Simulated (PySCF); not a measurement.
Radial density of As (arsenic, neutral)

UHF, [Ar] 3d10 4s1 4p4, high-spin 4P determinant (an excited configuration). Computed with PySCF 2.14 in aug-cc-pwCVDZ-PP with ECP10MDF (6s5p4d1f, 48 functions), with scalar relativity through the core potential. This is the valence pseudo-density: the core potential removes the inner electrons and smooths the orbitals near the nucleus.

```csv
r (bohr),4πr²ρ (e/bohr),4πr²(ρα − ρβ)
0.000667,1.085e-05,0.0000
0.00112,3.065e-05,0.0000
0.00189,8.634e-05,0.0000
0.00317,0.0002414,0.0000
0.00534,0.0006607,0.0000
0.00898,0.001710,0.0001
0.0151,0.003887,0.0002
0.0254,0.007378,0.0004
0.0427,0.01693,0.0007
0.0719,0.1032,0.0005
0.121,0.9161,-0.0023
0.203,5.581,0.0009
0.342,21.18,0.1659
0.575,29.02,0.1236
0.968,9.196,0.2912
1.63,2.894,1.6987
2.74,1.556,0.9021
4.61,0.2286,0.0381
7.75,0.006385,-0.0053
13.0,3.796e-05,0.0000
```

Energies and moments cover only the electrons outside the core potential.

(1) Where is the radial spin density 4πr²(ρα − ρβ) most negative, and why is it negative at all?

Answers

(1) Around r = 7.75 bohr, down to -0.0053 e/bohr: exchange with the open shell polarises the paired shells in an unrestricted calculation.
